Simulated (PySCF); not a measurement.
PySCF job for C6H5O, SMILES c1c[c]cc(c1)O, multiplicity 2, TDA-ωB97X/def2-SVPD. Geometry optimised at PBE-D3(BJ)/def2-SVP. The isomer is the one that the SMILES or the coordinates give; other isomers of the formula were not compared. One conformer was computed; it need not be the lowest.

```python
import numpy as np
from pyscf import gto, scf, dft, tdscf

mol = gto.M(
    atom='''
    O     0.02636888   -2.28462132    0.00000000
    C    -0.00453850   -0.92502886    0.00000000
    C    -1.27530657   -0.29515119    0.00000000
    C    -1.27701551    1.08434655    0.00000000
    C    -0.17148432    1.91948211    0.00000000
    C     1.08084307    1.26738874    0.00000000
    C     1.16457609   -0.13324142    0.00000000
    H     0.95839919   -2.57244454    0.00000000
    H    -2.18592445   -0.91401823    0.00000000
    H    -0.24393132    3.01742995    0.00000000
    H     2.00700162    1.86446149    0.00000000
    H     2.15105836   -0.62523361    0.00000000
    ''',
    basis='def2-SVPD',
    charge=0,
    spin=1,
    max_memory=1600,
    verbose=4,
)
mf = dft.UKS(mol, xc='wb97x').density_fit(auxbasis='def2-universal-jkfit')
mf.grids.level = 3
mf.conv_tol = 1e-9
mf.max_cycle = 100
mf.kernel()
fine, coarse = mf.grids, dft.Grids(mol).set(level=1).build(with_non0tab=True)
for _ in range(3):  # follow internal instabilities
    mf.grids = coarse
    mo, _, stable, _ = mf.stability(return_status=True, nroots=4)
    mf.grids = fine
    if stable:
        break
    mf.kernel(mf.make_rdm1(mo, mf.mo_occ))
mf.grids = dft.Grids(mol).set(level=1).build(with_non0tab=True)  # coarser grid for the response kernel
td = tdscf.TDA(mf)
td.nstates = 10
td.conv_tol = 1e-4
td.positive_eig_threshold = 1e-6
td.kernel(x0=td.get_init_guess(mf, 15))
td.analyze()
```

It prints:

```
PySCF version 2.14.0

[INPUT] verbose = 4
[INPUT] num. atoms = 12
[INPUT] num. electrons = 49
[INPUT] charge = 0
[INPUT] spin (= nelec alpha-beta = 2S) = 1
[INPUT] symmetry False subgroup None
[INPUT] Mole.unit = angstrom
[INPUT] Symbol           X                Y                Z      unit          X                Y                Z       unit  Magmom
[INPUT]  1 O      0.026368880000  -2.284621320000   0.000000000000 AA    0.049829961412  -4.317308593142   0.000000000000 Bohr   0.0
[INPUT]  2 C     -0.004538500000  -0.925028860000   0.000000000000 AA   -0.008576522016  -1.748051202719   0.000000000000 Bohr   0.0
[INPUT]  3 C     -1.275306570000  -0.295151190000   0.000000000000 AA   -2.409980142158  -0.557754914439   0.000000000000 Bohr   0.0
[INPUT]  4 C     -1.277015510000   1.084346550000   0.000000000000 AA   -2.413209570722   2.049118003617   0.000000000000 Bohr   0.0
[INPUT]  5 C     -0.171484320000   1.919482110000   0.000000000000 AA   -0.324058399457   3.627295488902   0.000000000000 Bohr   0.0
[INPUT]  6 C      1.080843070000   1.267388740000   0.000000000000 AA    2.042497385934   2.395017611958   0.000000000000 Bohr   0.0
[INPUT]  7 C      1.164576090000  -0.133241420000   0.000000000000 AA    2.200729861317  -0.251789792248   0.000000000000 Bohr   0.0
[INPUT]  8 H      0.958399190000  -2.572444540000   0.000000000000 AA    1.811111987105  -4.861215651233   0.000000000000 Bohr   0.0
[INPUT]  9 H     -2.185924450000  -0.914018230000   0.000000000000 AA   -4.130798539491  -1.727244127560   0.000000000000 Bohr   0.0
[INPUT] 10 H     -0.243931320000   3.017429950000   0.000000000000 AA   -0.460963388004   5.702116205560   0.000000000000 Bohr   0.0
[INPUT] 11 H      2.007001620000   1.864461490000   0.000000000000 AA    3.792683393358   3.523321585899   0.000000000000 Bohr   0.0
[INPUT] 12 H      2.151058360000  -0.625233610000   0.000000000000 AA    4.064911178356  -1.181520286773   0.000000000000 Bohr   0.0

nuclear repulsion = 259.53883856783
number of shells = 77
number of NR pGTOs = 263
number of NR cGTOs = 183
basis = def2-SVPD
ecp = {}


[settings echo left out]
init E= -307.815127707921
  alpha nocc = 25  HOMO = -0.179685311870706  LUMO = -0.0287662764760186
  beta  nocc = 24  HOMO = -0.252034792888039  LUMO = -0.179685311870706

WARN: HOMO -0.179685311870706 >= LUMO -0.179685311870706

cycle= 1 E= -306.413883974775  delta_E=  1.4  |g|= 0.389  |ddm|= 5.18
  alpha nocc = 25  HOMO = -0.310322222333028  LUMO = 0.0528707115098301
  beta  nocc = 24  HOMO = -0.30874884093206  LUMO = -0.013114509225078
  HOMO = -0.308748840932  LUMO = -0.0131145092251  gap/eV = 8.04462
cycle= 2 E= -306.439742266037  delta_E= -0.0259  |g|= 0.375  |ddm|=  1.4
  alpha nocc = 25  HOMO = -0.33034026675063  LUMO = 0.0592852552679588
  beta  nocc = 24  HOMO = -0.32832384645765  LUMO = -0.0147562188384818
  HOMO = -0.328323846458  LUMO = -0.0147562188385  gap/eV = 8.53261
cycle= 3 E= -306.489370229844  delta_E= -0.0496  |g|= 0.0491  |ddm|= 0.604
  alpha nocc = 25  HOMO = -0.329570481594026  LUMO = 0.0573446428117519
  beta  nocc = 24  HOMO = -0.328435455092295  LUMO = -0.0107934252335076
  HOMO = -0.328435455092  LUMO = -0.0107934252335  gap/eV = 8.64348
cycle= 4 E= -306.491145979016  delta_E= -0.00178  |g|= 0.0203  |ddm|= 0.228
  alpha nocc = 25  HOMO = -0.328192997690405  LUMO = 0.05978069102455
  beta  nocc = 24  HOMO = -0.327436116055015  LUMO = -0.00735909806537016
  HOMO = -0.327436116055  LUMO = -0.00735909806537  gap/eV = 8.70974
cycle= 5 E= -306.491532946472  delta_E= -0.000387  |g|= 0.0085  |ddm|= 0.104
  alpha nocc = 25  HOMO = -0.327651554050981  LUMO = 0.0594302548737176
  beta  nocc = 24  HOMO = -0.32738862817225  LUMO = -0.00743644167849045
  HOMO = -0.327388628172  LUMO = -0.00743644167849  gap/eV = 8.70634
cycle= 6 E= -306.491635872525  delta_E= -0.000103  |g|= 0.00408  |ddm|= 0.0454
  alpha nocc = 25  HOMO = -0.327814948084709  LUMO = 0.0592971081707088
  beta  nocc = 24  HOMO = -0.327912564911607  LUMO = -0.00745907641715515
  HOMO = -0.327814948085  LUMO = -0.00745907641716  gap/eV = 8.71733
cycle= 7 E= -306.491683642612  delta_E= -4.78e-05  |g|= 0.00269  |ddm|= 0.0223
  alpha nocc = 25  HOMO = -0.327387654588117  LUMO = 0.059466410161082
  beta  nocc = 24  HOMO = -0.327778684268265  LUMO = -0.00731596437404747
  HOMO = -0.327387654588  LUMO = -0.00731596437405  gap/eV = 8.70959
cycle= 8 E= -306.491706041101  delta_E= -2.24e-05  |g|= 0.00184  |ddm|= 0.0113
  alpha nocc = 25  HOMO = -0.327206839084234  LUMO = 0.0595704372715242
  beta  nocc = 24  HOMO = -0.327900688703207  LUMO = -0.0070658305354252
  HOMO = -0.327206839084  LUMO = -0.00706583053543  gap/eV = 8.71148
cycle= 9 E= -306.49172640379  delta_E= -2.04e-05  |g|= 0.00119  |ddm|= 0.012
  alpha nocc = 25  HOMO = -0.327274332817659  LUMO = 0.0595039534324133
  beta  nocc = 24  HOMO = -0.328191967168659  LUMO = -0.00713214151764507
  HOMO = -0.327274332818  LUMO = -0.00713214151765  gap/eV = 8.71151
cycle= 10 E= -306.491736369724  delta_E= -9.97e-06  |g|= 0.000733  |ddm|= 0.00938
  alpha nocc = 25  HOMO = -0.327123062471228  LUMO = 0.0596586870688598
  beta  nocc = 24  HOMO = -0.328171591356774  LUMO = -0.00703647394579043
  HOMO = -0.327123062471  LUMO = -0.00703647394579  gap/eV = 8.71000
cycle= 11 E= -306.491739887967  delta_E= -3.52e-06  |g|= 0.000303  |ddm|= 0.00707
  alpha nocc = 25  HOMO = -0.32712125726575  LUMO = 0.0596841533151595
  beta  nocc = 24  HOMO = -0.328185221913076  LUMO = -0.00700919597894156
  HOMO = -0.327121257266  LUMO = -0.00700919597894  gap/eV = 8.71069
cycle= 12 E= -306.491740316763  delta_E= -4.29e-07  |g|= 0.000199  |ddm|= 0.00228
  alpha nocc = 25  HOMO = -0.327134717342032  LUMO = 0.0596932344636305
  beta  nocc = 24  HOMO = -0.328196416553256  LUMO = -0.00702246828803421
  HOMO = -0.327134717342  LUMO = -0.00702246828803  gap/eV = 8.71070
cycle= 13 E= -306.491740399296  delta_E= -8.25e-08  |g|= 7.93e-05  |ddm|= 0.000963
  alpha nocc = 25  HOMO = -0.327138014992308  LUMO = 0.059694963274199
  beta  nocc = 24  HOMO = -0.328196287341083  LUMO = -0.00702935026446738
  HOMO = -0.327138014992  LUMO = -0.00702935026447  gap/eV = 8.71060
cycle= 14 E= -306.491740413652  delta_E= -1.44e-08  |g|= 3.66e-05  |ddm|= 0.000384
  alpha nocc = 25  HOMO = -0.327137226639461  LUMO = 0.0597017350232338
  beta  nocc = 24  HOMO = -0.328193853111815  LUMO = -0.0070223423228013
  HOMO = -0.327137226639  LUMO = -0.0070223423228  gap/eV = 8.71077
cycle= 15 E= -306.491740415479  delta_E= -1.83e-09  |g|= 1.47e-05  |ddm|= 0.000149
  alpha nocc = 25  HOMO = -0.327137371698674  LUMO = 0.0597010653953003
  beta  nocc = 24  HOMO = -0.328193871199804  LUMO = -0.00702325558843331
  HOMO = -0.327137371699  LUMO = -0.00702325558843  gap/eV = 8.71075
cycle= 16 E= -306.491740415834  delta_E= -3.55e-10  |g|= 6.9e-06  |ddm|= 6.79e-05
  alpha nocc = 25  HOMO = -0.327138442746554  LUMO = 0.0597007423825717
  beta  nocc = 24  HOMO = -0.328194737260966  LUMO = -0.0070236969645876
  HOMO = -0.327138442747  LUMO = -0.00702369696459  gap/eV = 8.71077
Extra cycle  E= -306.491740415889  delta_E= -5.46e-11  |g|= 5.95e-06  |ddm|= 3.11e-05
converged SCF energy = -306.491740415889  <S^2> = 0.76404143  2S+1 = 2.0139925
tot grids = 48624
uhf_internal: lowest eigs of H = [0.14869049 0.21777078 0.24131917 0.27404542]
<class 'pyscf.df.df_jk.DFUKS'> wavefunction is stable in the internal stability analysis
tot grids = 48624
Overwritten attributes  positive_eig_threshold  of <class 'pyscf.tdscf.uks.TDA'>


******** <class 'pyscf.tdscf.uks.TDA'> for <class 'pyscf.df.df_jk.DFUKS'> ********
nstates = 10
deg_eia_thresh = 1.000e-03
wfnsym = None
conv_tol = 0.0001
eigh lindep = 1e-12
eigh level_shift = 0
eigh max_cycle = 100


Excitation energies (eV)
[3.07537266 3.36300999 4.04133446 4.53561813 4.79457595 5.07690137
 5.43778014 5.51848275 5.57088642 6.28673914]

** Excitation energies and oscillator strengths **
Excited State   1:      3.07537 eV    403.15 nm  f=0.0007
      22b ->   25b     -0.26447
      23b ->   25b      0.35364
      24b ->   25b      0.88359
Excited State   2:      3.36301 eV    368.67 nm  f=0.0007
      18b ->   25b     -0.10785
      22b ->   25b      0.12216
      23b ->   25b     -0.88579
      24b ->   25b      0.40833
Excited State   3:      4.04133 eV    306.79 nm  f=0.0000
      23a ->   26a     -0.32675
      25a ->   26a      0.31442
      25a ->   27a     -0.53201
      23b ->   26b      0.31911
      23b ->   27b      0.11342
      24b ->   26b     -0.44967
      24b ->   27b      0.36858
Excited State   4:      4.53562 eV    273.36 nm  f=0.0015
      23a ->   26a     -0.20643
      25a ->   26a     -0.67630
      25a ->   27a     -0.26450
      23b ->   27b      0.16746
      24b ->   26b      0.44510
      24b ->   27b      0.40509
Excited State   5:      4.79458 eV    258.59 nm  f=0.0009
      23a ->   26a      0.54372
      25a ->   26a     -0.14902
      25a ->   27a     -0.39907
      23b ->   26b     -0.58186
      23b ->   27b     -0.12901
      24b ->   26b     -0.29075
      24b ->   27b      0.25079
Excited State   6:      5.07690 eV    244.21 nm  f=0.0047
      24a ->   26a      0.91411
      24a ->   27a      0.32643
      23b ->   25b     -0.11406
Excited State   7:      5.43778 eV    228.01 nm  f=0.0237
      23a ->   26a      0.23478
      23a ->   27a     -0.43061
      25a ->   26a      0.49646
      23b ->   27b     -0.29479
      24b ->   26b      0.50751
      24b ->   27b      0.38482
Excited State   8:      5.51848 eV    224.67 nm  f=0.0005
      24a ->   26a      0.35208
      24a ->   27a     -0.92261
Excited State   9:      5.57089 eV    222.56 nm  f=0.0021
      23a ->   27a      0.64880
      25a ->   27a     -0.12639
      23b ->   26b      0.29762
      23b ->   27b     -0.65612
      24b ->   26b      0.12691
Excited State  10:      6.28674 eV    197.22 nm  f=0.0563
      23a ->   26a      0.37798
      25a ->   26a     -0.14631
      25a ->   27a      0.53324
      23b ->   26b      0.36422
      23b ->   27b      0.15219
      24b ->   26b     -0.29582
      24b ->   27b      0.51415

** Transition electric dipole moments (AU) **
state          X           Y           Z        Dip. S.      Osc.
  1        -0.0000     -0.0000      0.0995      0.0099      0.0007
  2         0.0000      0.0000     -0.0919      0.0084      0.0007
  3         0.0067     -0.0133      0.0000      0.0002      0.0000
  4        -0.0834     -0.0827     -0.0000      0.0138      0.0015
  5        -0.0871     -0.0038     -0.0000      0.0076      0.0009
  6         0.0000     -0.0000     -0.1952      0.0381      0.0047
  7         0.4036     -0.1216      0.0000      0.1776      0.0237
  8         0.0000     -0.0000      0.0588      0.0035      0.0005
  9        -0.0177     -0.1218      0.0000      0.0152      0.0021
 10        -0.1978      0.5713      0.0000      0.3656      0.0563

** Transition velocity dipole moments (imaginary part, AU) **
state          X           Y           Z        Dip. S.      Osc.
  1         0.0000      0.0000      0.0065      0.0000      0.0002
  2         0.0000      0.0000     -0.0024      0.0000      0.0000
  3         0.0043     -0.0026      0.0000      0.0000      0.0001
  4         0.0121     -0.0012     -0.0000      0.0001      0.0006
  5         0.0030      0.0023     -0.0000      0.0000      0.0001
  6        -0.0000     -0.0000     -0.0146      0.0002      0.0008
  7        -0.0195     -0.0002     -0.0000      0.0004      0.0013
  8         0.0000     -0.0000      0.0058      0.0000      0.0001
  9        -0.0075      0.0031     -0.0000      0.0001      0.0002
 10        -0.0133      0.0424     -0.0000      0.0020      0.0057

** Transition magnetic dipole moments (imaginary part, AU) **
state          X           Y           Z
  1         0.1933      0.3304      0.0000
  2        -0.1116     -0.2845      0.0000
  3        -0.0000     -0.0000     -0.0153
  4         0.0000     -0.0000      0.0304
  5         0.0000      0.0000     -0.1238
  6         0.2224      0.4347      0.0000
  7        -0.0000     -0.0000      0.4654
  8        -0.1777     -0.2233     -0.0000
  9        -0.0000     -0.0000      0.1579
 10         0.0000      0.0000      0.0227
```

The calculation finished and met its thresholds.
